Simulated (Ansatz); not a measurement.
`C[SiH](Cl)Cl` and `Cl[SiH](Cl)[O][GeH3]` differ in one atom or group.

Ansatz, PBE0-D4/def2-TZVP geometries, multiplicity 1. Each molecule was computed in one conformer, which needn't be the lowest.

Scalar relativity is left out up to krypton.

```csv
property,`C[SiH](Cl)Cl`
size of the dipole moment (ωB97M-V/def2-TZVPP) / D,1.97
HOMO energy (PBE/def2-TZVPP) / eV,-7.48
HOMO energy (B3LYP/def2-TZVPP) / eV,-8.61
LUMO energy (ωB97M-V/def2-TZVPP) / eV,2.40
HOMO–LUMO gap (PBE0/def2-TZVPP) / eV,9.39
size of the dipole moment (PBE/def2-TZVPP) / D,1.93
```

What does the change do to each property? (Estimate.)

The calculation gave: 
```tsv
property	`Cl[SiH](Cl)[O][GeH3]`	shift
size of the dipole moment (ωB97M-V/def2-TZVPP) / D	2.04	0.07
HOMO energy (PBE/def2-TZVPP) / eV	-7.51	-0.03
HOMO energy (B3LYP/def2-TZVPP) / eV	-8.69	-0.08
LUMO energy (ωB97M-V/def2-TZVPP) / eV	1.60	-0.80
HOMO–LUMO gap (PBE0/def2-TZVPP) / eV	8.74	-0.65
size of the dipole moment (PBE/def2-TZVPP) / D	1.97	0.04
```

With PBE0 the HOMO falls by 0.14 eV and the LUMO falls by 0.78 eV, so the gap narrows by about 0.64 eV. PBE moves the HOMO by -0.03 eV and ωB97M-V by -0.18 eV. The zero-point energy changes by -21.4 kJ/mol with +3 modes. Dipoles are sizes alone; their direction can turn.

B3LYP here is the variant with VWN-RPA as its local correlation; programs differ in this.
